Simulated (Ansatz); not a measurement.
Input for Ansatz (development build ahead of 0.2.0):

```yaml
crystal:
  periodic: [false, false, false]
  atoms:
    - { symbol: Cr, position_ang: [0.0, 0.0, 0.0] }
    - { symbol: B, position_ang: [0.0, 2.0516, 0.0] }
    - { symbol: S, position_ang: [0.0, -2.2448, 0.0] }
basis:
  gaussian: { orbitals: pcseg-2 }
magnetization:
  spin_polarized: true
  initial_magnetization: 3
hamiltonian:
  xc: r2scan
```

The input is written out in the form of the current development build from the run's settings.

Output:

```
Converged                       : yes
Total energy                    : -1467.32438 hartree
Spin squared of the determinant : 5.462
Stability test                  : minimum
```

Caution: another spin multiplicity may lie lower; the unrestricted determinant is a mixture of spin states.
